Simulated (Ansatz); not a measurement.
Basis-set extrapolation for CH7NSSi, SMILES `NC[SiH2]S` (PBE0-D4/def2-TZVP geometry, frozen core, the Gaussian-basis code of Ansatz). Multiplicity 1, RHF reference.

```tsv
	def2-TZVPP	def2-QZVPP
HF	-782.941605	-782.966806
MP2 correlation	-0.696082	-0.748140
CCSD(T) correlation	-0.779904	not run
```

Energies in hartree. Use E(X) = E(∞) + A·exp(−7.88·√X) for Hartree–Fock and E(X) = E(∞) + B·X^(−2.97) for correlation, with X = 3 and 4, and add CCSD(T) minus MP2 of the smaller set to the MP2 limit.

**Question.** What is the CCSD(T) energy at the basis-set limit?

**Answer.** HF limit: -782.966806 + (-0.025201) × 0.13774 = -782.97028. MP2 limit: -0.748140 + (-0.052058) × 0.74074 = -0.78670. Higher-order term: -0.779904 − (-0.696082) = -0.08382. Total: -783.84080 hartree, 74.9 kcal/mol below CCSD(T)/def2-TZVPP.
